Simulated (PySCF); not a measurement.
HgCl₂, SMILES [Cl][Hg][Cl].

Geometry: B3LYP-D3(BJ)/def2-TZVP. The isomer is the one that the SMILES or the coordinates give; other isomers of the formula were not compared. The def2 effective core potentials stand for the cores of Hg; spin–orbit coupling is left out.

Two levels are set side by side: TDDFT-PBE/def2-SVPD (PySCF) and TDDFT-LC-ωPBE/def2-SVPD (PySCF). Vertical, same geometry. The lowest singlet is HOMO−1→LUMO 100 % with PBE and HOMO−1→LUMO 96 % with the other functional; states are paired by order. Differences are taken from unrounded values.

```json
[
 {"quantity": "lowest singlet excitation (eV)", "TDDFT-LC-ωPBE": "5.60", "TDDFT-PBE": "4.27", "TDDFT-PBE minus TDDFT-LC-ωPBE": "-1.34"},
 {"quantity": "lowest triplet excitation (TDA) (eV)", "TDDFT-LC-ωPBE": "5.12", "TDDFT-PBE": "3.85", "TDDFT-PBE minus TDDFT-LC-ωPBE": "-1.28"},
 {"quantity": "first bright state (f over 0.05) (eV)", "TDDFT-LC-ωPBE": "7.52", "TDDFT-PBE": "6.35", "TDDFT-PBE minus TDDFT-LC-ωPBE": "-1.17"},
 {"quantity": "its oscillator strength", "TDDFT-LC-ωPBE": "0.25", "TDDFT-PBE": "0.07", "TDDFT-PBE minus TDDFT-LC-ωPBE": "-0.18"}
]
```

A lower first singlet is the usual sign of a functional without exact exchange. Differences between two approximate levels are no errors against the true value.

Rough cost on one machine, each run with all the roots and properties that it gave: TDDFT-LC-ωPBE against TDDFT-PBE about 3 times.
